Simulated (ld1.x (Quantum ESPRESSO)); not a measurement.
**ruthenium: excitation energies, all-electron against TM**

ld1.x (Quantum ESPRESSO) 7.5 input, shortened:

```
&input
   title='Ru', zed=44., rel=1, dft='PBE', iswitch=3,
   config='[Kr] 4d7 5s0.5 5p0.5'
 /
 &inputp
   pseudotype=2, tm=.true., lloc=2,
   nlcc=.true., new_core_ps=.true., rcore=2.15
 /
3
5S  1  0   0.50   0.00  2.55  2.55  0.0
5P  2  1   0.50   0.00  4.10  4.10  0.0
4D  3  2   7.00   0.00  2.10  2.10  0.0
 &test
   configts(1)='4d7 5s0.5 5p0.5'
 /
```

Energies are relative to the spin-unpolarised reference configuration 4d7 5s0.5 5p0.5; without spin polarisation the order of configurations can differ from experiment.

Q: Give the all-electron excitation energy and the error of the potential for: 4d7 5s1 5p0; 4d7 5s0 5p0; 4d6 5s0 5p0; 4d5 5s0 5p0; 4d7 5s0 5p1; 4d7.5 5s0.5 5p0; 4d6 5s1 5p0.

A:

| valence configuration | charge | ΔE all-electron (eV) | error AE − PS (meV) |
| --- | --- | --- | --- |
| 4d7 5s1 5p0 | 0 | -1.694 | +0.2 |
| 4d7 5s0 5p0 | +1 | 5.598 | -8.9 |
| 4d6 5s0 5p0 | +2 | 23.785 | -55 |
| 4d5 5s0 5p0 | +3 | 54.407 | -340 |
| 4d7 5s0 5p1 | 0 | 1.767 | -0.3 |
| 4d7.5 5s0.5 5p0 | 0 | -2.011 | -9.0 |
| 4d6 5s1 5p0 | +1 | 8.418 | -55 |

Levels in the configuration 4d7 5s0 5p1:

| level | all-electron (eV) | pseudo (eV) |
| --- | --- | --- |
| 4d | -6.765 | -6.758 |
| 5p | -1.721 | -1.722 |

Note: ghost states, extra bound levels that the all-electron valence spectrum of the same l lacks: s at -78.4 eV, p at -17.6 eV. A true bound ghost makes a file unfit for plane-wave use.
